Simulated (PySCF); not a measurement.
The numbers are results of PBE0-D4/def2-TZVP // PBE0-D4/def2-SVP run with PySCF, not measurements. Gas-phase values, no solvent. One relaxed conformer stands for a flexible species; it need not be the lowest. Excitations are Tamm–Dancoff values on a coarser integration grid. The basis has no diffuse functions, so Rydberg states are missing or too high.

Reference species (SMILES): `c12scc(c2ccc(c1)B)B` (neutral, multiplicity 1).

* **brightest of the four lowest singlets (TDA)**: 4.69 eV
* **HOMO–LUMO gap**: 4.62 eV
* **LUMO**: -2.32 eV

After one change: the brightest of the four lowest singlets (TDA) rises by 0.20 eV; the HOMO–LUMO gap decreases by 0.21 eV; the LUMO decreases by 0.10 eV.

**Question.** Which change was made? The new species is one of these.
(A) `Bc1cc(B)c2sccc2c1`
(B) `Bc1cc2c(B)cccc2s1`
(C) `Bc1ccc(B)c2sccc12`
(D) `Bc1cc2cccc(B)c2s1`

**Answer.** A, `Bc1cc(B)c2sccc2c1`
